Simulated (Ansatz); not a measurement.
Energy needed to pull apart InH$_{2}$SCl (SMILES [SH][InH][Cl]), closed shell, into free ground-state atoms, from the structure below (displaced at random from a GFN2-xTB minimum); no zero-point or spin–orbit terms; open-shell atoms are treated unrestricted, in their ground-state multiplicity.

S1  (-1.136, -1.159, 0.998)
In2  (0.598, -0.116, -0.317)
Cl3  (0.192, 2.134, -0.635)
H4  (-1.793, 0.003, 1.081)
H5  (1.941, -0.812, -0.998)
(Å)

Program: Ansatz 0.2.0. Basis: def2-TZVPP. Cores are frozen in the correlated methods. Filled d shells of the heavier atoms are correlated. Core potentials replace the inner electrons of the atoms past krypton. The def2 sets are not built for correlating such inner shells, so the correlated values are less sure here.

```tsv
method	atomization energy (eV)
PBE-D4	12.64
r2SCAN-D4	?
PBE0-D4	12.53
r2SCAN0-D4	12.54
LC-wPBE	?
wB97M-V	12.77
HF	8.96
MP2	12.37
CCSD	12.02
CCSD(T)	12.28
```

Q: What does LC-wPBE give? (An estimate is asked for; the value comes from the calculation.)

A: The calculation gives: 12.46 eV, which is about 0.18 eV more than CCSD(T)/def2-TZVPP.

Q: What does r2SCAN-D4 give? (Judge from chemistry; the value comes from the calculation.)

A: By the calculation: 12.75 eV, which is about 0.47 eV more than CCSD(T)/def2-TZVPP.

In triple zeta the MP2 and coupled-cluster atomization energies are still short of their basis limit by a few kcal/mol a bond, whereas those of the functionals are nearly converged, so these differences are not deviations from converged CCSD(T).

The T1 diagnostic stays at or below 0.014.

For scale, one of the runs: CCSD(T)/def2-TZVPP forces, 162 basis functions (an equivalent command: `ansatz run in.yaml --threads 4`). Hardware: 4 CPU threads, shared host. Wall time 2 min; peak host memory 2.3 GiB.
